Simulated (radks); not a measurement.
Ionisation of neutral beryllium, [He] 2s2, to [He] 2s1 as the strength of local exchange is varied. All-electron calculation, non-relativistic Kohn-Sham, Slater X-alpha exchange (alpha = 2/3 is LDA exchange), no correlation, spin-polarised, spherical densities, point nucleus. Program: a radial shooting solver on a logarithmic mesh with Libxc functionals.

alpha  E(Be) (hartree)  exchange (hartree)  IE (eV)  -e of the level emptied (eV)  <r> of it (bohr)
0.555        -13.84504            -1.86361    7.011                    3.930 (2s)             2.786
0.621        -14.06781            -2.10686    7.379                    4.336 (2s)             2.724
0.667        -14.22443            -2.27910    7.641                    4.629 (2s)             2.682
0.728        -14.43384            -2.51093    7.997                    5.029 (2s)             2.629
0.751        -14.51331            -2.59935    8.134                    5.184 (2s)             2.610
0.821        -14.75688            -2.87187    8.557                    5.666 (2s)             2.553
0.842        -14.83046            -2.95462    8.686                    5.814 (2s)             2.536

NIST Atomic Spectra Database: 9.323 eV (measured). The central value is not met in this range of alpha.
